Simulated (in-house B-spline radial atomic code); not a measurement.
Successive ionisation energies of indium; each step leads to the configuration of the next row (after the last: [Kr] 4d8). Dirac energy differences include first-order Breit, QED and recoil terms. NIST's values go from ground level to ground level; the uncertainty of those that are theory runs from under 0.1 % in few-electron ions to several per cent in heavy many-electron ones. Computed with a radial B-spline atomic code at the basis-set limit: Dirac-Hartree-Fock, average of the configuration, finite nuclei.

```csv
ion,configuration,ionisation energy (eV),tabulated value (eV),tabulated kind,computed minus tabulated (eV),highest orbital,largest mean radius (bohr)
In,[Kr] 4d10 5s2 5p1,5.13,5.786356,measured,-0.66,5p3/2,3.8067
In+,[Kr] 4d10 5s2,?,?,measured,?,?,?
In2+,[Kr] 4d10 5s1,26.59,28.04415,measured,-1.45,5s1/2,2.4198
In3+,[Kr] 4d10,?,?,measured,?,?,?
In4+,[Kr] 4d9,72.64,69.3,semi-empirical,3.34,4d5/2,1.1099
```

(1) Fill in the row of In+.

(2) Fill in the row of In3+.

(3) Where is the largest jump?

Where a p, d or f electron is removed, the computed value is a mean over both j, so it misses the tabulated one by a part of the spin-orbit splitting; averaging over terms and missing correlation add to the gap, relatively most at low charge.

Results:

(1) ionisation energy (eV): 17.02; tabulated value (eV): 18.87041; computed minus tabulated (eV): -1.85; highest orbital: 5s1/2; largest mean radius (bohr): 2.5828.

(2) ionisation energy (eV): 54.70; tabulated value (eV): 55.45; computed minus tabulated (eV): -0.75; highest orbital: 4d5/2; largest mean radius (bohr): 1.1495.

(3) From In to In+, by a factor of 3.32 (5.1311 to 17.019 eV); the highest orbital goes from 5p3/2 to 5s1/2.
